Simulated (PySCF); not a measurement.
GeH2O (calculated)

All values are calculated (PySCF 2.14.0). Calculation on a computer-drawn molecule: vertical ionisation energy to the stated ion spin, frozen-core CCSD(T) at the basis limit and cheaper methods, single-reference cases, UHF for radicals, no spin-orbit; all values are single points at the evaluated structure, the first of each entry, which is the reference or a displaced copy of it and isn't optimised; the reference structure only sets the zero of the energies above reference; triples share is (T) over the correlation energy; on germanium a core potential holds 10 electrons, which the energies leave out, and 3d is frozen in MP2 and coupled-cluster steps.

Common to all runs: charge 0; multiplicity 1; ion multiplicity 2; diffuse functions no; basis cc-pVnZ; basis and core potential on germanium cc-pVnZ-PP ECP10MDF; reference is the Hartree-Fock double-zeta minimum; best is HF at quadruple zeta + MP2 correlation extrapolated from triple and quadruple zeta + CCSD(T) minus MP2 at triple zeta; basis step is the size of the change from the same recipe one zeta lower.

```yaml
- entry: 1
  formula: GeH2O
  evaluated_structure:
    atoms_angstrom:
      - [O, -0.7218, 2.1672, 1.0204]
      - [Ge, 0.5921, 3.2864, 0.9499]
      - [H, -0.7197, 1.5184, 1.4309]
      - [H, 1.3148, 2.6288, 2.0683]
  reference_structure:
    atoms_angstrom:
      - [O, -0.8598, 2.1143, 0.9308]
      - [Ge, 0.5016, 3.2637, 0.9652]
      - [H, -0.7904, 1.3335, 1.4616]
      - [H, 1.4175, 2.441, 1.9942]
  given:
    drawn_bonds_atom: [1, 1, 2]
    drawn_bonds_other_atom: [2, 3, 4]
    drawn_bonds_order: [1, 1, 1]
  results:
    "ionisation_energy_best [eV]": 9.531
    "ionisation_energy_basis_step [eV]": 0.04397
    "energy_above_reference_best [kcal/mol]": 41.09
    "energy_above_reference_basis_step [kcal/mol]": 1.165
    triple_zeta_method: [HF, PBE, r2SCAN, B3LYP, wB97X, MP2, CCSD, "CCSD(T)"]
    "triple_zeta_ionisation_energy [eV]": [8.62, 9.322, 9.378, 9.551, 9.628, 9.294, 9.409, 9.405]
    "triple_zeta_energy_above_reference [kcal/mol]": [35.11, 44.14, 40.76, 41.34, 40.06, 41.91, 41.03, 41.95]
    "ionisation_energy_Koopmans_at_triple_zeta [eV]": 9.426
    "ionisation_energy_EOM_CCSD_at_triple_zeta [eV]": 9.522
    "total_energy_HF_triple_zeta [hartree]": -369.3926
    "total_energy_CCSD(T)_triple_zeta [hartree]": -369.7561
    "total_energy_best [hartree]": -369.8120
    T1_diagnostic_at_triple_zeta: 0.01535
    D1_diagnostic_at_triple_zeta: 0.04246
    ion_T1_diagnostic_at_triple_zeta: 0.02456
    ion_D1_diagnostic_at_triple_zeta: 0.06861
    ion_spin_squared_at_triple_zeta: 0.7744
    triples_share_at_triple_zeta: 0.03236
    basis_functions_triple_zeta: 97
    "dipole_magnitude_HF_at_triple_zeta [debye]": 1.38
    "dipole_magnitude_CCSD_unrelaxed_at_triple_zeta [debye]": 1.231
    "dipole_magnitude_PBE_at_triple_zeta [debye]": 1.128
    "dipole_magnitude_r2SCAN_at_triple_zeta [debye]": 1.185
    "dipole_magnitude_B3LYP_at_triple_zeta [debye]": 1.116
    "dipole_magnitude_wB97X_at_triple_zeta [debye]": 1.211
- entry: 2
  formula: GeH2O
  evaluated_structure:
    atoms_angstrom:
      - [O, -0.7218, 2.1672, 1.0204]
      - [Ge, 0.5921, 3.2864, 0.9499]
      - [H, -0.7197, 1.5184, 1.4309]
      - [H, 1.3299, 2.6151, 2.0916]
  reference_structure:
    atoms_angstrom:
      - [O, -0.8598, 2.1143, 0.9308]
      - [Ge, 0.5016, 3.2637, 0.9652]
      - [H, -0.7904, 1.3335, 1.4616]
      - [H, 1.4175, 2.441, 1.9942]
  given:
    drawn_bonds_atom: [1, 1, 2]
    drawn_bonds_other_atom: [2, 3, 4]
    drawn_bonds_order: [1, 1, 1]
  results:
    "ionisation_energy_best [eV]": 9.54
    "ionisation_energy_basis_step [eV]": 0.0436
    "energy_above_reference_best [kcal/mol]": 39.77
    "energy_above_reference_basis_step [kcal/mol]": 1.16
    triple_zeta_method: [HF, PBE, r2SCAN, B3LYP, wB97X, MP2, CCSD, "CCSD(T)"]
    "triple_zeta_ionisation_energy [eV]": [8.63, 9.327, 9.382, 9.553, 9.632, 9.308, 9.418, 9.414]
    "triple_zeta_energy_above_reference [kcal/mol]": [33.88, 42.65, 39.48, 39.97, 38.78, 40.62, 39.69, 40.59]
    "ionisation_energy_Koopmans_at_triple_zeta [eV]": 9.439
    "ionisation_energy_EOM_CCSD_at_triple_zeta [eV]": 9.53
    "total_energy_HF_triple_zeta [hartree]": -369.3946
    "total_energy_CCSD(T)_triple_zeta [hartree]": -369.7583
    "total_energy_best [hartree]": -369.8142
    T1_diagnostic_at_triple_zeta: 0.01538
    D1_diagnostic_at_triple_zeta: 0.04243
    ion_T1_diagnostic_at_triple_zeta: 0.02467
    ion_D1_diagnostic_at_triple_zeta: 0.06785
    ion_spin_squared_at_triple_zeta: 0.7781
    triples_share_at_triple_zeta: 0.03243
    basis_functions_triple_zeta: 97
    "dipole_magnitude_HF_at_triple_zeta [debye]": 1.273
    "dipole_magnitude_CCSD_unrelaxed_at_triple_zeta [debye]": 1.132
    "dipole_magnitude_PBE_at_triple_zeta [debye]": 1.029
    "dipole_magnitude_r2SCAN_at_triple_zeta [debye]": 1.084
    "dipole_magnitude_B3LYP_at_triple_zeta [debye]": 1.014
    "dipole_magnitude_wB97X_at_triple_zeta [debye]": 1.106
- entry: 3
  formula: GeH2O
  evaluated_structure:
    atoms_angstrom:
      - [O, -0.7218, 2.1672, 1.0204]
      - [Ge, 0.5921, 3.2864, 0.9499]
      - [H, -0.7197, 1.5184, 1.4309]
      - [H, 1.364, 2.5841, 2.1443]
  reference_structure:
    atoms_angstrom:
      - [O, -0.8598, 2.1143, 0.9308]
      - [Ge, 0.5016, 3.2637, 0.9652]
      - [H, -0.7904, 1.3335, 1.4616]
      - [H, 1.4175, 2.441, 1.9942]
  given:
    drawn_bonds_atom: [1, 1, 2]
    drawn_bonds_other_atom: [2, 3, 4]
    drawn_bonds_order: [1, 1, 1]
  results:
    "ionisation_energy_best [eV]": 9.549
    "ionisation_energy_basis_step [eV]": 0.04294
    "energy_above_reference_best [kcal/mol]": 38.22
    "energy_above_reference_basis_step [kcal/mol]": 1.153
    triple_zeta_method: [HF, PBE, r2SCAN, B3LYP, wB97X, MP2, CCSD, "CCSD(T)"]
    "triple_zeta_ionisation_energy [eV]": [8.638, 9.327, 9.38, 9.548, 9.627, 9.329, 9.427, 9.423]
    "triple_zeta_energy_above_reference [kcal/mol]": [32.58, 40.7, 37.97, 38.27, 37.31, 39.2, 38.13, 38.99]
    "ionisation_energy_Koopmans_at_triple_zeta [eV]": 9.458
    "ionisation_energy_EOM_CCSD_at_triple_zeta [eV]": 9.536
    "total_energy_HF_triple_zeta [hartree]": -369.3966
    "total_energy_CCSD(T)_triple_zeta [hartree]": -369.7609
    "total_energy_best [hartree]": -369.8166
    T1_diagnostic_at_triple_zeta: 0.01549
    D1_diagnostic_at_triple_zeta: 0.04239
    ion_T1_diagnostic_at_triple_zeta: 0.02504
    ion_D1_diagnostic_at_triple_zeta: 0.0656
    ion_spin_squared_at_triple_zeta: 0.7883
    triples_share_at_triple_zeta: 0.03259
    basis_functions_triple_zeta: 97
    "dipole_magnitude_HF_at_triple_zeta [debye]": 1.026
    "dipole_magnitude_CCSD_unrelaxed_at_triple_zeta [debye]": 0.9075
    "dipole_magnitude_PBE_at_triple_zeta [debye]": 0.806
    "dipole_magnitude_r2SCAN_at_triple_zeta [debye]": 0.8545
    "dipole_magnitude_B3LYP_at_triple_zeta [debye]": 0.7817
    "dipole_magnitude_wB97X_at_triple_zeta [debye]": 0.865
- entry: 4
  formula: GeH2O
  evaluated_structure:
    atoms_angstrom:
      - [O, -0.7218, 2.1672, 1.0204]
      - [Ge, 0.5921, 3.2864, 0.9499]
      - [H, -0.7197, 1.5184, 1.4309]
      - [H, 1.5314, 2.4318, 2.4034]
  reference_structure:
    atoms_angstrom:
      - [O, -0.8598, 2.1143, 0.9308]
      - [Ge, 0.5016, 3.2637, 0.9652]
      - [H, -0.7904, 1.3335, 1.4616]
      - [H, 1.4175, 2.441, 1.9942]
  given:
    drawn_bonds_atom: [1, 1, 2]
    drawn_bonds_other_atom: [2, 3, 4]
    drawn_bonds_order: [1, 1, 1]
  results:
    "ionisation_energy_best [eV]": 9.332
    "ionisation_energy_basis_step [eV]": 0.04663
    "energy_above_reference_best [kcal/mol]": 46.84
    "energy_above_reference_basis_step [kcal/mol]": 1.18
    triple_zeta_method: [HF, PBE, r2SCAN, B3LYP, wB97X, MP2, CCSD, "CCSD(T)"]
    "triple_zeta_ionisation_energy [eV]": [8.27, 9.09, 9.106, 9.269, 9.326, 9.076, 9.194, 9.199]
    "triple_zeta_energy_above_reference [kcal/mol]": [43.1, 47.07, 46.3, 45.87, 46.45, 48.9, 46.91, 47.43]
    "ionisation_energy_Koopmans_at_triple_zeta [eV]": 9.303
    "ionisation_energy_EOM_CCSD_at_triple_zeta [eV]": 9.303
    "total_energy_HF_triple_zeta [hartree]": -369.3799
    "total_energy_CCSD(T)_triple_zeta [hartree]": -369.7474
    "total_energy_best [hartree]": -369.8029
    T1_diagnostic_at_triple_zeta: 0.01691
    D1_diagnostic_at_triple_zeta: 0.04246
    ion_T1_diagnostic_at_triple_zeta: 0.02704
    ion_D1_diagnostic_at_triple_zeta: 0.06115
    ion_spin_squared_at_triple_zeta: 0.8198
    triples_share_at_triple_zeta: 0.03374
    basis_functions_triple_zeta: 97
    "dipole_magnitude_HF_at_triple_zeta [debye]": 0.5105
    "dipole_magnitude_CCSD_unrelaxed_at_triple_zeta [debye]": 0.3621
    "dipole_magnitude_PBE_at_triple_zeta [debye]": 0.4897
    "dipole_magnitude_r2SCAN_at_triple_zeta [debye]": 0.4712
    "dipole_magnitude_B3LYP_at_triple_zeta [debye]": 0.5291
    "dipole_magnitude_wB97X_at_triple_zeta [debye]": 0.5293
- entry: 5
  formula: GeH2O
  evaluated_structure:
    atoms_angstrom:
      - [O, -0.8043, 2.133, 0.9218]
      - [Ge, 0.5172, 3.2529, 0.968]
      - [H, -0.824, 1.3917, 1.3901]
      - [H, 1.3974, 2.4373, 1.9922]
  reference_structure:
    atoms_angstrom:
      - [O, -0.8598, 2.1143, 0.9308]
      - [Ge, 0.5016, 3.2637, 0.9652]
      - [H, -0.7904, 1.3335, 1.4616]
      - [H, 1.4175, 2.441, 1.9942]
  given:
    drawn_bonds_atom: [1, 1, 2]
    drawn_bonds_other_atom: [2, 3, 4]
    drawn_bonds_order: [1, 1, 1]
  results:
    "ionisation_energy_best [eV]": 9.466
    "ionisation_energy_basis_step [eV]": 0.04426
    "energy_above_reference_best [kcal/mol]": 6.677
    "energy_above_reference_basis_step [kcal/mol]": 0.5058
    triple_zeta_method: [HF, PBE, r2SCAN, B3LYP, wB97X, MP2, CCSD, "CCSD(T)"]
    "triple_zeta_ionisation_energy [eV]": [8.532, 9.261, 9.304, 9.472, 9.547, 9.233, 9.339, 9.338]
    "triple_zeta_energy_above_reference [kcal/mol]": [3.411, 7.821, 6.297, 6.608, 5.844, 6.874, 6.404, 6.882]
    "ionisation_energy_Koopmans_at_triple_zeta [eV]": 9.354
    "ionisation_energy_EOM_CCSD_at_triple_zeta [eV]": 9.446
    "total_energy_HF_triple_zeta [hartree]": -369.4431
    "total_energy_CCSD(T)_triple_zeta [hartree]": -369.8120
    "total_energy_best [hartree]": -369.8669
    T1_diagnostic_at_triple_zeta: 0.01617
    D1_diagnostic_at_triple_zeta: 0.04457
    ion_T1_diagnostic_at_triple_zeta: 0.02451
    ion_D1_diagnostic_at_triple_zeta: 0.06075
    ion_spin_squared_at_triple_zeta: 0.7836
    triples_share_at_triple_zeta: 0.03379
    basis_functions_triple_zeta: 97
    "dipole_magnitude_HF_at_triple_zeta [debye]": 1.227
    "dipole_magnitude_CCSD_unrelaxed_at_triple_zeta [debye]": 1.1
    "dipole_magnitude_PBE_at_triple_zeta [debye]": 1.009
    "dipole_magnitude_r2SCAN_at_triple_zeta [debye]": 1.063
    "dipole_magnitude_B3LYP_at_triple_zeta [debye]": 0.9663
    "dipole_magnitude_wB97X_at_triple_zeta [debye]": 1.056
- entry: 6
  formula: GeH2O
  evaluated_structure:
    atoms_angstrom:
      - [O, -0.8375, 2.1091, 0.9088]
      - [Ge, 0.5008, 3.2475, 1.0209]
      - [H, -0.8308, 1.5207, 1.4416]
      - [H, 1.3755, 2.3948, 2.0304]
  reference_structure:
    atoms_angstrom:
      - [O, -0.8598, 2.1143, 0.9308]
      - [Ge, 0.5016, 3.2637, 0.9652]
      - [H, -0.7904, 1.3335, 1.4616]
      - [H, 1.4175, 2.441, 1.9942]
  given:
    drawn_bonds_atom: [1, 1, 2]
    drawn_bonds_other_atom: [2, 3, 4]
    drawn_bonds_order: [1, 1, 1]
  results:
    "ionisation_energy_best [eV]": 9.57
    "ionisation_energy_basis_step [eV]": 0.04477
    "energy_above_reference_best [kcal/mol]": 25.91
    "energy_above_reference_basis_step [kcal/mol]": 0.7409
    triple_zeta_method: [HF, PBE, r2SCAN, B3LYP, wB97X, MP2, CCSD, "CCSD(T)"]
    "triple_zeta_ionisation_energy [eV]": [8.64, 9.377, 9.418, 9.589, 9.662, 9.337, 9.444, 9.443]
    "triple_zeta_energy_above_reference [kcal/mol]": [21.71, 27.93, 25.92, 26.12, 25.47, 26.58, 25.76, 26.36]
    "ionisation_energy_Koopmans_at_triple_zeta [eV]": 9.459
    "ionisation_energy_EOM_CCSD_at_triple_zeta [eV]": 9.559
    "total_energy_HF_triple_zeta [hartree]": -369.4140
    "total_energy_CCSD(T)_triple_zeta [hartree]": -369.7810
    "total_energy_best [hartree]": -369.8362
    T1_diagnostic_at_triple_zeta: 0.01629
    D1_diagnostic_at_triple_zeta: 0.04514
    ion_T1_diagnostic_at_triple_zeta: 0.02433
    ion_D1_diagnostic_at_triple_zeta: 0.06341
    ion_spin_squared_at_triple_zeta: 0.7826
    triples_share_at_triple_zeta: 0.03343
    basis_functions_triple_zeta: 97
    "dipole_magnitude_HF_at_triple_zeta [debye]": 1.305
    "dipole_magnitude_CCSD_unrelaxed_at_triple_zeta [debye]": 1.134
    "dipole_magnitude_PBE_at_triple_zeta [debye]": 0.986
    "dipole_magnitude_r2SCAN_at_triple_zeta [debye]": 1.051
    "dipole_magnitude_B3LYP_at_triple_zeta [debye]": 1.005
    "dipole_magnitude_wB97X_at_triple_zeta [debye]": 1.1
- entry: 7
  formula: GeH2O
  evaluated_structure:
    atoms_angstrom:
      - [O, -0.8901, 2.1156, 0.9804]
      - [Ge, 0.4808, 3.2462, 0.9552]
      - [H, -0.7741, 1.387, 1.5416]
      - [H, 1.4021, 2.3898, 1.9842]
  reference_structure:
    atoms_angstrom:
      - [O, -0.8598, 2.1143, 0.9308]
      - [Ge, 0.5016, 3.2637, 0.9652]
      - [H, -0.7904, 1.3335, 1.4616]
      - [H, 1.4175, 2.441, 1.9942]
  given:
    drawn_bonds_atom: [1, 1, 2]
    drawn_bonds_other_atom: [2, 3, 4]
    drawn_bonds_order: [1, 1, 1]
  results:
    "ionisation_energy_best [eV]": 9.587
    "ionisation_energy_basis_step [eV]": 0.04647
    "energy_above_reference_best [kcal/mol]": 0.6473
    "energy_above_reference_basis_step [kcal/mol]": 0.03142
    triple_zeta_method: [HF, PBE, r2SCAN, B3LYP, wB97X, MP2, CCSD, "CCSD(T)"]
    "triple_zeta_ionisation_energy [eV]": [8.647, 9.377, 9.417, 9.583, 9.661, 9.357, 9.459, 9.456]
    "triple_zeta_energy_above_reference [kcal/mol]": [0.2383, 0.7052, 0.5498, 0.6307, 0.5555, 0.6836, 0.5642, 0.6059]
    "ionisation_energy_Koopmans_at_triple_zeta [eV]": 9.481
    "ionisation_energy_EOM_CCSD_at_triple_zeta [eV]": 9.567
    "total_energy_HF_triple_zeta [hartree]": -369.4482
    "total_energy_CCSD(T)_triple_zeta [hartree]": -369.8220
    "total_energy_best [hartree]": -369.8765
    T1_diagnostic_at_triple_zeta: 0.01761
    D1_diagnostic_at_triple_zeta: 0.04947
    ion_T1_diagnostic_at_triple_zeta: 0.02591
    ion_D1_diagnostic_at_triple_zeta: 0.06889
    ion_spin_squared_at_triple_zeta: 0.7901
    triples_share_at_triple_zeta: 0.0352
    basis_functions_triple_zeta: 97
    "dipole_magnitude_HF_at_triple_zeta [debye]": 1.263
    "dipole_magnitude_CCSD_unrelaxed_at_triple_zeta [debye]": 1.078
    "dipole_magnitude_PBE_at_triple_zeta [debye]": 0.922
    "dipole_magnitude_r2SCAN_at_triple_zeta [debye]": 0.989
    "dipole_magnitude_B3LYP_at_triple_zeta [debye]": 0.9439
    "dipole_magnitude_wB97X_at_triple_zeta [debye]": 1.037
- entry: 8
  formula: GeH2O
  evaluated_structure:
    atoms_angstrom:
      - [O, -0.8059, 2.0809, 0.9159]
      - [Ge, 0.4506, 3.2695, 1.0065]
      - [H, -0.7571, 1.2408, 1.4439]
      - [H, 1.4083, 2.3762, 1.9753]
  reference_structure:
    atoms_angstrom:
      - [O, -0.8598, 2.1143, 0.9308]
      - [Ge, 0.5016, 3.2637, 0.9652]
      - [H, -0.7904, 1.3335, 1.4616]
      - [H, 1.4175, 2.441, 1.9942]
  given:
    drawn_bonds_atom: [1, 1, 2]
    drawn_bonds_other_atom: [2, 3, 4]
    drawn_bonds_order: [1, 1, 1]
  results:
    "ionisation_energy_best [eV]": 9.448
    "ionisation_energy_basis_step [eV]": 0.04391
    "energy_above_reference_best [kcal/mol]": 2.318
    "energy_above_reference_basis_step [kcal/mol]": 0.06852
    triple_zeta_method: [HF, PBE, r2SCAN, B3LYP, wB97X, MP2, CCSD, "CCSD(T)"]
    "triple_zeta_ionisation_energy [eV]": [8.505, 9.228, 9.27, 9.432, 9.509, 9.222, 9.321, 9.318]
    "triple_zeta_energy_above_reference [kcal/mol]": [2.206, 1.62, 1.547, 1.818, 1.69, 2.167, 2.189, 2.209]
    "ionisation_energy_Koopmans_at_triple_zeta [eV]": 9.344
    "ionisation_energy_EOM_CCSD_at_triple_zeta [eV]": 9.42
    "total_energy_HF_triple_zeta [hartree]": -369.4450
    "total_energy_CCSD(T)_triple_zeta [hartree]": -369.8195
    "total_energy_best [hartree]": -369.8738
    T1_diagnostic_at_triple_zeta: 0.01718
    D1_diagnostic_at_triple_zeta: 0.04748
    ion_T1_diagnostic_at_triple_zeta: 0.02594
    ion_D1_diagnostic_at_triple_zeta: 0.0636
    ion_spin_squared_at_triple_zeta: 0.793
    triples_share_at_triple_zeta: 0.03524
    basis_functions_triple_zeta: 97
    "dipole_magnitude_HF_at_triple_zeta [debye]": 1.126
    "dipole_magnitude_CCSD_unrelaxed_at_triple_zeta [debye]": 1.016
    "dipole_magnitude_PBE_at_triple_zeta [debye]": 0.9354
    "dipole_magnitude_r2SCAN_at_triple_zeta [debye]": 0.9855
    "dipole_magnitude_B3LYP_at_triple_zeta [debye]": 0.8803
    "dipole_magnitude_wB97X_at_triple_zeta [debye]": 0.9617
- entry: 9
  formula: GeH2O
  evaluated_structure:
    atoms_angstrom:
      - [O, -0.8681, 2.1109, 0.9436]
      - [Ge, 0.5132, 3.2895, 0.9165]
      - [H, -0.7578, 1.3229, 1.4732]
      - [H, 1.4363, 2.43, 1.9929]
  reference_structure:
    atoms_angstrom:
      - [O, -0.8598, 2.1143, 0.9308]
      - [Ge, 0.5016, 3.2637, 0.9652]
      - [H, -0.7904, 1.3335, 1.4616]
      - [H, 1.4175, 2.441, 1.9942]
  given:
    drawn_bonds_atom: [1, 1, 2]
    drawn_bonds_other_atom: [2, 3, 4]
    drawn_bonds_order: [1, 1, 1]
  results:
    "ionisation_energy_best [eV]": 9.664
    "ionisation_energy_basis_step [eV]": 0.05081
    "energy_above_reference_best [kcal/mol]": 0.1431
    "energy_above_reference_basis_step [kcal/mol]": 0.1138
    triple_zeta_method: [HF, PBE, r2SCAN, B3LYP, wB97X, MP2, CCSD, "CCSD(T)"]
    "triple_zeta_ionisation_energy [eV]": [8.725, 9.429, 9.472, 9.638, 9.724, 9.438, 9.538, 9.529]
    "triple_zeta_energy_above_reference [kcal/mol]": [1.536, -0.4304, 0.4225, 0.08595, 0.6113, 0.3884, 0.4061, 0.2065]
    "ionisation_energy_Koopmans_at_triple_zeta [eV]": 9.576
    "ionisation_energy_EOM_CCSD_at_triple_zeta [eV]": 9.642
    "total_energy_HF_triple_zeta [hartree]": -369.4461
    "total_energy_CCSD(T)_triple_zeta [hartree]": -369.8227
    "total_energy_best [hartree]": -369.8773
    T1_diagnostic_at_triple_zeta: 0.01868
    D1_diagnostic_at_triple_zeta: 0.05305
    ion_T1_diagnostic_at_triple_zeta: 0.02817
    ion_D1_diagnostic_at_triple_zeta: 0.07472
    ion_spin_squared_at_triple_zeta: 0.7977
    triples_share_at_triple_zeta: 0.03597
    basis_functions_triple_zeta: 97
    "dipole_magnitude_HF_at_triple_zeta [debye]": 1.244
    "dipole_magnitude_CCSD_unrelaxed_at_triple_zeta [debye]": 1.025
    "dipole_magnitude_PBE_at_triple_zeta [debye]": 0.8274
    "dipole_magnitude_r2SCAN_at_triple_zeta [debye]": 0.9008
    "dipole_magnitude_B3LYP_at_triple_zeta [debye]": 0.8911
    "dipole_magnitude_wB97X_at_triple_zeta [debye]": 0.9887
- entry: 10
  formula: GeH2O
  evaluated_structure:
    atoms_angstrom:
      - [O, -0.8009, 2.0968, 0.9415]
      - [Ge, 0.4868, 3.2854, 0.9889]
      - [H, -0.7502, 1.2842, 1.4712]
      - [H, 1.5317, 2.3849, 2.0399]
  reference_structure:
    atoms_angstrom:
      - [O, -0.8598, 2.1143, 0.9308]
      - [Ge, 0.5016, 3.2637, 0.9652]
      - [H, -0.7904, 1.3335, 1.4616]
      - [H, 1.4175, 2.441, 1.9942]
  given:
    drawn_bonds_atom: [1, 1, 2]
    drawn_bonds_other_atom: [2, 3, 4]
    drawn_bonds_order: [1, 1, 1]
  results:
    "ionisation_energy_best [eV]": 9.457
    "ionisation_energy_basis_step [eV]": 0.04551
    "energy_above_reference_best [kcal/mol]": 2.429
    "energy_above_reference_basis_step [kcal/mol]": 0.06281
    triple_zeta_method: [HF, PBE, r2SCAN, B3LYP, wB97X, MP2, CCSD, "CCSD(T)"]
    "triple_zeta_ionisation_energy [eV]": [8.489, 9.228, 9.259, 9.422, 9.5, 9.237, 9.328, 9.325]
    "triple_zeta_energy_above_reference [kcal/mol]": [2.806, 1.304, 1.947, 1.786, 2.184, 2.639, 2.378, 2.31]
    "ionisation_energy_Koopmans_at_triple_zeta [eV]": 9.368
    "ionisation_energy_EOM_CCSD_at_triple_zeta [eV]": 9.428
    "total_energy_HF_triple_zeta [hartree]": -369.4441
    "total_energy_CCSD(T)_triple_zeta [hartree]": -369.8193
    "total_energy_best [hartree]": -369.8737
    T1_diagnostic_at_triple_zeta: 0.01763
    D1_diagnostic_at_triple_zeta: 0.04824
    ion_T1_diagnostic_at_triple_zeta: 0.02721
    ion_D1_diagnostic_at_triple_zeta: 0.06456
    ion_spin_squared_at_triple_zeta: 0.8092
    triples_share_at_triple_zeta: 0.03554
    basis_functions_triple_zeta: 97
    "dipole_magnitude_HF_at_triple_zeta [debye]": 0.7545
    "dipole_magnitude_CCSD_unrelaxed_at_triple_zeta [debye]": 0.6838
    "dipole_magnitude_PBE_at_triple_zeta [debye]": 0.6048
    "dipole_magnitude_r2SCAN_at_triple_zeta [debye]": 0.6439
    "dipole_magnitude_B3LYP_at_triple_zeta [debye]": 0.5273
    "dipole_magnitude_wB97X_at_triple_zeta [debye]": 0.5912
```
